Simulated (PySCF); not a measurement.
**Electron correlation in Re (rhenium, neutral)**

[Xe] 4f14 5d5 6s1 6p1, high-spin 8P determinant (an excited configuration). Computed with PySCF 2.14 in x2c-TZVPPall with one added diffuse shell each of s, p, d, f type (12s8p8d4f1g, 113 functions), with the spin-free X2C one-electron Hamiltonian (Gaussian nucleus). Frozen: [Xe] 4f14; 7 electrons correlated.

| level | correlation energy (mhartree) |
| --- | --- |
| CCSD | -84.31 |
| (T) | -1.86 |
| CCSD(T) | -86.17 |

Diagnostics: T1 = 0.0071, D1 = 0.0225, largest double amplitude 0.025.

Problem. Is a single reference adequate?

Solution. Yes, within this model without spin-orbit coupling: T1 lies below 0.03 and no double amplitude reaches 0.07.
